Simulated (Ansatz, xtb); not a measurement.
# BSi3: where a starting geometry ends

The starting geometry of this gas-phase doublet has its atoms placed at random.

```xyz
4

B     0.5721    0.8005   -0.9950
Si   -1.3158   -0.1328   -1.3691
Si    0.0693    0.0742    1.7257
Si   -0.1050   -1.6228   -0.9827
```

**Question.** Guess where an optimisation with r2SCAN-D4/def2-SVP ends from this start.

**Answer.** It ends as a structure given below by its coordinates. Distances that change by over a tenth: B1–Si2 (2.14 → 1.88 Å), Si2–Si4 (1.96 → 2.36 Å). Contacts that close: B1–Si3 (2.86 → 1.88 Å), Si3–Si4 (3.20 → 2.36 Å).

The energy falls by 4.63 eV over 11 steps:

```
step  E − E(last) (eV)
   1             4.633
   2             2.688
   3             1.250
   4             0.710
   5             0.245
   7             0.034
   8             0.004
   9             0.002
  10             0.000
  11             0.000
```

Final geometry (Å):

```xyz
4

B    -0.2099    0.7316   -0.3336
Si   -1.0651    0.0934   -1.8836
Si    0.6692   -0.1042    1.1052
Si   -0.1736   -1.6019   -0.5090
```

From the same start GFN2-xTB ends elsewhere, differing in B1–Si4 (1.95 against 2.34 Å here), Si3–Si4 (3.62 against 2.36 Å here).

From so rough a start the end depends on the optimiser's path, so another program may land elsewhere. The end wasn't checked by frequencies. Open shells are spin-unrestricted. Run with Ansatz 0.2.0, 2.2 min on 1 thread of Intel(R) Xeon(R) Platinum 8375C CPU @ 2.90GHz (Ice Lake), with other jobs on the host.
